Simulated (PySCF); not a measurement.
O: excitation energy

O [He] 2s2 2p4 (3P) → O [He] 2s1 2p5 (3P), as a difference of total energies. All numbers are calculated (PySCF 2.14, no relativity, point nucleus, in aug-cc-pVQZ). Correlated levels: valence: 1s2 frozen. The calculations carry no spin-orbit coupling.

```json
{"method": "UHF", "excitation energy (eV)": "16.854"}
{"method": "LDA", "excitation energy (eV)": "14.289"}
{"method": "PBE", "excitation energy (eV)": "14.489"}
{"method": "PBE0", "excitation energy (eV)": "15.138"}
{"method": "r2SCAN", "excitation energy (eV)": "15.139"}
{"method": "PBEsol", "excitation energy (eV)": "14.429"}
{"method": "HSE06", "excitation energy (eV)": "15.107"}
{"method": "wB97M-V", "excitation energy (eV)": "15.310"}
{"method": "BP86", "excitation energy (eV)": "14.486"}
{"method": "MP2 (valence)", "excitation energy (eV)": "15.994"}
{"method": "SCS-MP2 (valence)", "excitation energy (eV)": "15.931"}
```

Q: How much does correlation contribute at MP2 (valence)?

A: 15.994 − (16.854) = -0.860 eV, measured against UHF.

The upper state lies above the first ionisation limit, where it may autoionise and the basis confines it.
